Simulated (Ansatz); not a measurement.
Ansatz (a program for electronic structure) input:

Ansatz 0.2 input:
```yaml
crystal:
  periodic: [false, false, false]
  atoms:
    - {symbol: Si, position_ang: [-0.01031448, -0.02159705, 0.30558972]}
    - {symbol: Cl, position_ang: [-0.07890239, -0.16521028, 2.33766016]}
    - {symbol: Br, position_ang: [-0.88170038, 1.90776582, -0.31672669]}
    - {symbol: Br, position_ang: [2.08987871, -0.13896735, -0.36107731]}
    - {symbol: Br, position_ang: [-1.16572852, -1.67991466, -0.57986682]}
basis:
  gaussian:
    orbitals: def2-TZVP
hamiltonian:
  xc: {name: PBE0}
```

Question: What final total energy does it print?

Answer: -8471.22314 Eh (PBE0/def2-TZVP). The basis has 218 functions.
